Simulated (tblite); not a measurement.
C3BCl2F3.
Numbering: `[F:1][C:2]([F:3])([F:4])[C:5]#[C:6][B:7]([Cl:8])[Cl:9]`

Computed with GFN2-xTB (tblite), gas phase: L-BFGS steps from a force-field or distance-geometry start until the largest atomic force falls under 0.01 eV/Å.

Step 20: E = -842.2716 eV
```
atom  x, y, z in Å  |  force x, y, z in eV/Å
F1     -2.1716   -1.4134    0.7616    0.014   0.023  -0.021
C2     -1.8472   -0.3020    0.0873    0.038   0.027  -0.003
F3     -2.4525   -0.3749   -1.1051    0.028  -0.016   0.005
F4     -2.3967    0.7320    0.7427   -0.045  -0.021   0.011
C5     -0.4008   -0.1244   -0.0292    0.036   0.032   0.027
C6      0.7858    0.0873   -0.0745    0.020  -0.020   0.001
B7      2.2849    0.3605   -0.1226   -0.050  -0.014  -0.005
Cl8     2.8990    1.4321   -1.3051   -0.012  -0.004  -0.007
Cl9     3.3126   -0.3913    1.0197   -0.029  -0.006  -0.008
```

Step 21: E = -842.2719 eV
```
atom  x, y, z in Å  |  force x, y, z in eV/Å
F1     -2.1702   -1.4129    0.7602    0.009   0.010  -0.011
C2     -1.8473   -0.3005    0.0868    0.038   0.005   0.010
F3     -2.4513   -0.3767   -1.1064    0.037   0.007   0.020
F4     -2.4000    0.7311    0.7440   -0.033  -0.027  -0.017
C5     -0.4005   -0.1231   -0.0269    0.009   0.048   0.017
C6      0.7860    0.0888   -0.0725    0.013  -0.015  -0.001
B7      2.2845    0.3616   -0.1219   -0.041  -0.021  -0.010
Cl8     2.8997    1.4300   -1.3060   -0.013   0.006  -0.015
Cl9     3.3125   -0.3924    1.0175   -0.018  -0.013   0.007
```

Problem. Estimate the geometry and energy of step 22. (The exact step hangs on the optimiser's Hessian estimate; all steps are aligned on step 21, rigid shifts and turns removed.)

Solution. E = -842.2722 eV, largest force 0.061 eV/Å
```
atom  x, y, z in Å  |  force x, y, z in eV/Å
F1     -2.1687   -1.4125    0.7586    0.009  -0.008   0.002
C2     -1.8468   -0.2992    0.0866    0.020  -0.012   0.020
F3     -2.4494   -0.3783   -1.1072    0.044   0.025   0.019
F4     -2.4039    0.7296    0.7446   -0.021  -0.023  -0.033
C5     -0.4000   -0.1208   -0.0244   -0.023   0.055   0.011
C6      0.7863    0.0909   -0.0699    0.006  -0.011  -0.004
B7      2.2836    0.3625   -0.1211   -0.011  -0.022  -0.016
Cl8     2.9002    1.4277   -1.3075   -0.015   0.012  -0.018
Cl9     3.3123   -0.3940    1.0152   -0.010  -0.017   0.018
```

The energy changes by -0.0003 eV. The first-order estimate −F·Δx gives -0.0004 eV and the mean of the old and new forces, exact on a quadratic surface, -0.0003 eV. The step makes an angle of 64° with the force vector and moves no atom by more than 0.004 Å.

The cost below is that of the whole relaxation. Hardware: Arm Neoverse N1, one thread, shared host. Cost: 0.36 s.
